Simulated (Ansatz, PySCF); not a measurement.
Process, species as SMILES: C[SiH](C)O[Si](O)(O)O + 7 [H][H] (H2) -> 2 C (CH4) + 4 O (H2O) + 2 [SiH4] (SiH4)
Structures are relaxed separately at B3LYP-D3(BJ)/def2-TZVP in Ansatz (a first-principles code), one conformer each, not searched for the lowest. Frequencies are from Ansatz or PySCF.

Quantity: energy of full hydrogenation (enthalpy at 298 K, with B3LYP-D3(BJ) rigid-rotor harmonic-oscillator terms), in kcal/mol. Correlated levels leave the core frozen unless marked. No spin-orbit coupling. No relativistic terms. CBS marks a two-point X^-3 extrapolation of the correlation energy; Hartree-Fock from the larger set. [CCSD(T)-MP2]/basis is that difference in the basis named.

RI-MP2/CBS(aug-cc-pV(T+d)Z,aug-cc-pV(Q+d)Z)+[CCSD(T)-MP2]/aug-cc-pV(T+d)Z (Ansatz) gives 116.1 kcal/mol.

**Question.** Another calculation gave 91.0 kcal/mol. Which level was it?
(A) wB97M-V/def2-TZVPD (Ansatz)
(B) B3LYP/def2-TZVPD (Ansatz)
(C) revPBE/def2-TZVPD (Ansatz)
(D) BHLYP/def2-TZVPD (Ansatz)

**Answer.** C, revPBE/def2-TZVPD (Ansatz). The others give 100.5 (B3LYP), 114.1 (wB97M-V), 104.4 (BHLYP) kcal/mol.
